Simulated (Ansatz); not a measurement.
Al5Ru2⁻, 7 atoms. Hardware: 4 threads of Intel Xeon on a shared host.

In the def2 sets Ru takes a core potential; there is no spin–orbit coupling. Correlated methods freeze 25 core orbitals; core or outer-core shells of Ru are correlated, in sets that lack core-valence functions.

Question: How many basis functions does each of these Ansatz runs have, and roughly what does it cost? MP2/def2-TZVPD, charge -1 singlet, energy, from earlier orbitals; HF/STO-3G, charge -1 singlet, energy; PBE0-D4/def2-TZVPD, charge -1 singlet, energy, from earlier orbitals; PBE-D4/def2-SVPD, charge -1 singlet, relaxation, 17 steps; ωB97X-V/def2-TZVPD, charge -1 singlet, energy, from earlier orbitals; r2SCAN-D4/def2-TZVPD, charge -1 singlet, energy, from earlier orbitals; PBE-D4/def2-TZVPD, charge -1 singlet, energy and forces, from earlier orbitals; r2SCANh-D4/def2-TZVPD, charge -1 singlet, energy, from earlier orbitals; CCSD(T)/def2-SVPD, charge -1 singlet, energy, from earlier orbitals; B97M-V/def2-TZVPD, charge -1 singlet, energy, from earlier orbitals.

Answer: Other jobs shared the machine, so times can vary by a factor of up to 3. A dash marks memory too small to be measured apart from the calling script's.

| run | functions | fitting or Cholesky vectors | wall time | peak host memory (GiB) |
| --- | --- | --- | --- | --- |
| HF/STO-3G, charge -1 singlet, energy | 99 | 1160 | 12 s | 0.56 |
| PBE-D4/def2-TZVPD, charge -1 singlet, energy and forces, from earlier orbitals | 295 | 2028 | 13 s | 0.72 |
| r2SCAN-D4/def2-TZVPD, charge -1 singlet, energy, from earlier orbitals | 295 | 2028 | 23 s | 0.77 |
| PBE0-D4/def2-TZVPD, charge -1 singlet, energy, from earlier orbitals | 295 | 2226 | 32 s | 1.3 |
| r2SCANh-D4/def2-TZVPD, charge -1 singlet, energy, from earlier orbitals | 295 | 2028 | 32 s | 1.6 |
| B97M-V/def2-TZVPD, charge -1 singlet, energy, from earlier orbitals | 295 | 2028 | 34 s | 0.92 |
| ωB97X-V/def2-TZVPD, charge -1 singlet, energy, from earlier orbitals | 295 | 2095 | 79 s | 1.7 |
| PBE-D4/def2-SVPD, charge -1 singlet, relaxation, 17 steps | 188 | 1769 | 99 s | – |
| MP2/def2-TZVPD, charge -1 singlet, energy, from earlier orbitals | 295 | 2088 | 2.4 min | 1.8 |
| CCSD(T)/def2-SVPD, charge -1 singlet, energy, from earlier orbitals | 188 | 1706 | 7.4 min | 2.5 |
